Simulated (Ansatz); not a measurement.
CH$_{5}$GeNZn. Total charge 0; spin multiplicity 1. The bonds changed during the relaxation, so this is another structure than the one it started from. The structure was optimised at the PBE0-D4/def2-TZVP level.

```xyz
9

Ge   -0.809    1.083    0.659
C     0.144   -0.252   -0.433
N     0.954   -1.125   -0.007
Zn    1.806   -2.631   -2.540
H    -0.451    2.501    0.188
H    -2.327    0.880    0.528
H    -0.364    0.872    2.115
H    -0.035   -0.250   -1.516
H     1.081   -1.079    1.006
```

Question: What is the dipole moment at ωB97M-V/def2-TZVPP? (Estimate.)

Answer: Computed: 2.92 D, with components (-1.30, 1.89, 1.81) D in this frame, pointing from negative to positive charge.

Question: And with PBE, r2SCAN, B3LYP? (An estimate is asked.)

Answer: Computed: PBE 2.67 D, r2SCAN 2.86 D, B3LYP 2.82 D.

Question: Give the Mulliken charges with ωB97M-V, B3LYP, r2SCAN in def2-TZVPP. (Best estimate.)

Answer: Ansatz gave: 
```json
{"atom": "Ge1", "ωB97M-V": "0.05", "B3LYP": "0.10", "r2SCAN": "0.12"}
{"atom": "C2", "ωB97M-V": "-0.07", "B3LYP": "-0.07", "r2SCAN": "0.00"}
{"atom": "N3", "ωB97M-V": "-0.24", "B3LYP": "-0.23", "r2SCAN": "-0.28"}
{"atom": "Zn4", "ωB97M-V": "-0.03", "B3LYP": "-0.03", "r2SCAN": "-0.04"}
{"atom": "H5", "ωB97M-V": "0.02", "B3LYP": "0.00", "r2SCAN": "0.00"}
{"atom": "H6", "ωB97M-V": "0.02", "B3LYP": "0.00", "r2SCAN": "0.00"}
{"atom": "H7", "ωB97M-V": "0.02", "B3LYP": "-0.01", "r2SCAN": "-0.01"}
{"atom": "H8", "ωB97M-V": "0.10", "B3LYP": "0.09", "r2SCAN": "0.06"}
{"atom": "H9", "ωB97M-V": "0.13", "B3LYP": "0.15", "r2SCAN": "0.16"}
```

B3LYP here is the variant with VWN-RPA as its local correlation; programs differ in this.
